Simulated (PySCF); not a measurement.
Level of theory: PySCF, PBE0, basis Lu def2-SVP with ECP28, S def2-SVP, F def2-SVP (scalar-relativistic core potentials, no spin–orbit coupling, density fitting). Open shells, if any, are unrestricted.

**Question.** What shape and geometry does isolated singlet LuSF take (every ligand bound to Lu)?

**Answer.** Formally Lu is in oxidation state +3, d0. The polar-tensor charge on Lu, 1.43, is far below the formal one. The lowest minimum found is a singlet of Cs symmetry with Lu–F 1.926 Å, Lu–S 2.270 Å; F–Lu–S 114.6°. Its harmonic wavenumbers are 133 (a'), 463 (a'), 623 (a') cm⁻¹ and its dipole moment is 7.66 D.

This need not be the most stable arrangement of these atoms.
